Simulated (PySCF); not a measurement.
Te(H)(SH) (H₂STe), SMILES [TeH]S.

Geometry optimised at PBE-D3(BJ)/def2-TZVP. The def2 effective core potentials stand for the cores of Te; spin–orbit coupling is left out.

Method: r2SCAN/def2-TZVPD run with PySCF.

### Question
Estimate the frontier levels, gap, dipole moment and polarisability. (Estimate from the structure and the level; the computed values follow.)

### Answer

```json
{
  "highest_occupied_level": "-5.89 eV",
  "lowest_empty_level": "-2.59 eV",
  "orbital_gap": "3.30 eV",
  "dipole_moment": "1.02 D",
  "quadrupole, principal values (traceless, Buckingham form, about the centre of nuclear charge)": "-3.22, -0.47, 3.69 D·Å",
  "mean_static_polarisability": "65.4 bohr³ (9.69 Å³)",
  "polarisability_principal_values": "56.7, 56.8, 82.6 bohr³"
}
```
